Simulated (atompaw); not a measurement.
Before and after: PAW (atompaw) potential for tungsten (W)

tungsten, PAW, made with atompaw 4.2.0.5 (PBE, non-relativistic). Core [Kr] 4d10 4f14 5s2, reference 5p6 5d5 6s1 6p0. Waves: 6s (bound): rc 3.00 bohr; 6s channel at 0.05 Ry: rc 3.00 bohr; 5p (bound): rc 2.05 bohr; 6p (bound, empty): rc 1.90 bohr; 5d (bound): rc 2.15 bohr; 5d channel at 0.1 Ry: rc 3.00 bohr. Local part: bessel scheme, radius 2.35 bohr. Core correction: smooth core density matched at 2.45 bohr. Augmentation charge: sinc compensation charge, radius 2.50 bohr; PAW radius 3.00 bohr; waves and projectors: custom rrkj gramschmidtortho.

Change: scalar-relativistic.

Cutoffs: the cutoffs (Ry, on a coarse ladder) from which the occupation-weighted sum of valence levels, in a spherical-Bessel basis at the reference potential, stays within 10 and 1 mRy of its value at 400 Ry; they do not see the model core or the augmentation charge, which bear on the density cutoff.

Task: What does the change do?

Result: The potential gets neither clearly harder nor softer (21 Ry and 40 Ry → 21 Ry and 35 Ry); neither file shows a bound ghost.

```csv
quantity,base,changed
"cutoff, loose",21 Ry,21 Ry
"cutoff, tight",40 Ry,35 Ry
bound ghosts,none,none
s: phases at 3.01 bohr within 0.05 rad from the reference energy up to (Ry; the scan ends near 5),n/a,2.5
p: phases at 3.01 bohr within 0.05 rad from the reference energy up to (Ry; the scan ends near 5),to the end of the scan,4.9
d: phases at 3.01 bohr within 0.05 rad from the reference energy up to (Ry; the scan ends near 5),to the end of the scan,to the end of the scan
lowest overlap eigenvalue by channel,"s 0.41, p 0.12, d 0.23","s 0.37, p 0.10, d 0.18"
```

 The cutoffs see the waves, projectors and local potential, not the compensation charge or the core.
